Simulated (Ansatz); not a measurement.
`CSB(F)F` + HCl → `CSB(F)Cl` + H–F at 400 K and 1 bar (ligand exchange at a B–F bond).

Isolated molecules relaxed with PBE0-D4/def2-TZVP in Ansatz; ΔE leaves out vibrations. CCSD(T)/CBS is the MP2 limit (def2-TZVPP, def2-QZVPP) plus CCSD(T) − MP2 in def2-TZVPP, frozen cores. This one scheme is used for every species. One conformer a species, not always the lowest.

| species | CCSD(T)/CBS energy (Eh) | H − E (kJ/mol) | S (J/(mol·K)) |
| --- | --- | --- | --- |
| `CSB(F)F` | -662.16308 | 156.7 | 358.9 |
| HCl | -460.38127 | 29.6 | 195.4 |
| `CSB(F)Cl` | -1022.12842 | 153.7 | 371.0 |
| H–F | -100.39570 | 36.5 | 182.2 |

H − E and S are ideal-gas, rigid-rotor, harmonic terms from PBE0-D4/def2-TZVP, for one conformer and one mirror image of each species. 1 Eh = 2625.50 kJ/mol, R = 8.31446 J/(mol·K).

By hand: ΔE, ΔH, ΔS and ΔG.

ΔE = (-1022.12842) + (-100.39570) − (-662.16308) − (-460.38127) = 0.02023 Eh = 53.1 kJ/mol. Δ(H − E) = 153.7 + 36.5 − 156.7 − 29.6 = 3.9, so ΔH = 57.0 kJ/mol. ΔS = 371.0 + 182.2 − 358.9 − 195.4 = -1.1 J/(mol·K). ΔG = 57.0 − 400 × (-1.1)/1000 = 57.4 kJ/mol.

By hand: the equilibrium constant, and the temperature at which ΔG would vanish if ΔH and ΔS stayed fixed.

log₁₀ K = −ΔG/(RT ln 10) = -7.5. ΔH and −TΔS have one sign here, so there is no such temperature.

The number of gas molecules stays the same, so ΔS is small and ΔH decides. A doubt of 5 kJ/mol in ΔE shifts log₁₀ K by 0.7 here. Other conformers and mirror images would add mixing entropy, several J/(mol·K) or more a flexible species. These are equilibria of isolated gas molecules and say nothing of rates. Largest T1 diagnostic: 0.012 (customary marks: 0.02 for closed shells, 0.045 for open ones).

ΔS is within the doubt of such terms, so its sign, and with it that verdict, could turn.
